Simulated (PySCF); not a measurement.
H$_{4}$Cl$_{3}$NSi$_{2}$ (SMILES [SiH3]N[Si](Cl)(Cl)Cl), singlet, at a GFN2-xTB geometry. Base run: DF-R2SCAN/STO-3G (PySCF).

Here is a job for PySCF.
```python
from pyscf import gto, scf, dft

mol = gto.Mole()
mol.atom = '''
    Si   -2.464019    0.065930    1.167702
    N    -0.902186    0.759336    0.786911
    Si    0.378901    0.083687   -0.134239
    Cl    0.985022   -1.647111    0.693563
    Cl    1.882024    1.425475   -0.144782
    Cl   -0.233015   -0.297572   -2.014143
    H    -2.241738   -1.191808    1.878365
    H    -3.187181   -0.166099   -0.082042
    H    -3.096142    1.084134    2.001904
    H    -0.746504    1.690332    1.136071
'''
mol.basis = 'sto-3g'
mol.charge = 0
mol.spin = 0
mol.verbose = 4
mol.max_memory = 1800
mol.build()

mf = dft.RKS(mol)
mf.xc = 'r2scan'
mf = mf.density_fit(auxbasis='def2-universal-jkfit')
mf.kernel()
```

The job was repeated with other settings on one machine. Differences are taken from the largest basis of the Pople family in the series, which isn't the basis-set limit (6-311+G(2d,p): -2016.851844 Eh). The cheapest run took about 19 core-seconds (a rough figure).

```tsv
setting	basis functions	cost, times the cheapest (rough)	difference in total energy (mEh)
STO-3G	54	1	22476.73
6-31G	82	2	361.55
6-31G*	112	2	179.98
6-31G**	124	2	171.75
6-311G**	172	3	26.66
6-311+G(2d,p)	226	5	reference
```

Times come from a shared machine, hold the start-up and are rough. Total energies converge more slowly with the basis than energy differences do.
